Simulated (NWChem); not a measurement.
System: SbH₂Br; SMILES [SbH2][Br]

The following NWChem deck was run.

```
start job
memory heap 200 mb stack 900 mb global 1100 mb
geometry units angstroms noautoz
  Sb     0.006222     0.953826     0.000000
  H     -1.204569     1.050750     1.215616
  H     -1.204569     1.050750    -1.215616
  Br     0.071893    -1.580296     0.000000
end
basis spherical
  Sb library def2-tzvp
  H library def2-tzvp
  Br library def2-tzvp
end
ecp
  Sb library def2-ecp
end
dft
  xc xperdew91 perdew91
  iterations 150
  mulliken
end
task dft energy
```

All runs use the structure optimised with PBE0/def2-SVP. def2 effective core potentials on Sb; no spin-orbit coupling.

Task: Give the results of this calculation. (PW91/def2-TZVP with def2 effective core potentials on Sb.) Quantities: energy (Ha); highest occupied level (eV); orbital gap (eV); dipole (D).

Result: 
```json
{
 "energy (Ha)": "-2815.87",
 "highest occupied level (eV)": "-6.49",
 "orbital gap (eV)": "3.70",
 "dipole (D)": "2.28"
}
```
